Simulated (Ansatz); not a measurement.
CH8GeOSi can be A, `[OH][GeH2][CH2][SiH3]`, or B, `C[SiH2][O][GeH3]`.

Gas-phase electronic energies from Ansatz, PBE0-D4/def2-TZVP geometries. CCSD(T)/CBS adds triple-zeta CCSD(T) − MP2 to the extrapolated MP2 energy (def2 sets, frozen cores). DFT in def2-TZVPP. B3LYP here is the variant with VWN-RPA as its local correlation; programs differ in this. For Ge outer-core shells are correlated without core-valence functions, which leaves a few kJ/mol of doubt a bond. Scalar relativity is left out up to krypton. One conformer a species, not always the lowest.

(1) Which isomer does CCSD(T)/CBS put lower? Give the gap. (Best estimate.)

(2) Give E(B) − E(A) in kcal/mol with MP2/def2-TZVPP, HF/def2-TZVPP, B3LYP, CCSD(T)/def2-TZVPP, B3LYP-D4, PBE0-D4, PBE-D4. (Estimate.)

Largest T1 diagnostic: 0.011.

Answers

(1) Computed: B, by 25.8 kcal/mol.

(2) The calculation gave: MP2/def2-TZVPP -25.8, HF/def2-TZVPP -32.0, B3LYP -28.2, CCSD(T)/def2-TZVPP -25.8, B3LYP-D4 -27.5, PBE0-D4 -25.0, PBE-D4 -23.8. None reverses the order clearly.

From PBE to PBE0 (25 % exact exchange), in def2-TZVPP and without D4, E(B) − E(A) moves by −1.1 kcal/mol. In def2-TZVPP, CCSD(T) changes the Hartree–Fock value by +6.1 kcal/mol (the triples alone add +0.8 kcal/mol) and MP2 by +6.1 kcal/mol.
